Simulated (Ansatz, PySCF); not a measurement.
Gas-phase reaction (SMILES): C[SiH](C)F [fluoro(dimethyl)silane] → C[SiH]F + [CH3] (CH3); the C-Si bond at the site shown breaks (other sites are not compared here).

Each molecule is optimised on its own at B3LYP-D3(BJ)/def2-TZVP (Ansatz, a first-principles code). Cores are frozen in the correlated levels unless marked. Open shells are spin-unrestricted. Spin-orbit coupling is left out. No relativistic terms. CBS marks a two-point X^-3 extrapolation of the correlation energy; Hartree-Fock from the larger set. The bracket is a focal-point correction in the basis named. Thermal terms are rigid-rotor harmonic-oscillator values from B3LYP-D3(BJ) frequencies (Ansatz or PySCF) at 298.15 K and 1 atm. 1 Eh = 627.5095 kcal/mol. Electronic entropy comes from spin alone.

```tsv
species	E, RI-MP2/CBS(aug-cc-pV(T+d)Z,aug-cc-pV(Q+d)Z)+[CCSD(T)-MP2]/aug-cc-pV(T+d)Z (Ansatz) (Eh)	E, r2SCAN-D4/def2-TZVPD (Ansatz + dftd4) (Eh)	H - E (Eh)	G - E (Eh)
C[SiH](C)F	-469.28036	-469.81893	0.09219	0.05542
C[SiH]F	-429.34037	-429.84508	0.05221	0.01924
[CH3] (CH3)	-39.78163	-39.82813	0.03371	0.01164
```

Work out ΔE and ΔH, ΔG, ΔS and the equilibrium constant at 298.15 K at the first level, then ΔH at the second.


1. ΔE = [(-429.34037) + (-39.78163)] - [(-469.28036)] = 0.15836 Eh = 99.4 kcal/mol at RI-MP2/CBS(aug-cc-pV(T+d)Z,aug-cc-pV(Q+d)Z)+[CCSD(T)-MP2]/aug-cc-pV(T+d)Z.
2. The terms H - E add up to -0.00627 Eh, so ΔH = (0.15836 + (-0.00627))×627.5095 = 95.4 kcal/mol.
3. The terms G - E add up to -0.02454 Eh, so ΔG = 84.0 kcal/mol, and ΔS = (-0.00627 - (-0.02454))×627509.5/298.15 = 38.5 cal/(mol K).
4. log10 K = -ΔG/(RT ln 10) = -61.6, with RT ln 10 = 1.3642 kcal/mol.
5. With ΔH and ΔS taken as constant, ΔG changes sign near ΔH/ΔS = 2480 K, a rough figure that leaves out heat capacities.
6. At r2SCAN-D4/def2-TZVPD the same steps give ΔE = 91.4 and ΔH = 87.5 kcal/mol, a shift of -7.9 from the first level.
7. These values are not checked against measurement here, since the tables used lack a sound gas-phase enthalpy of formation for at least one species.
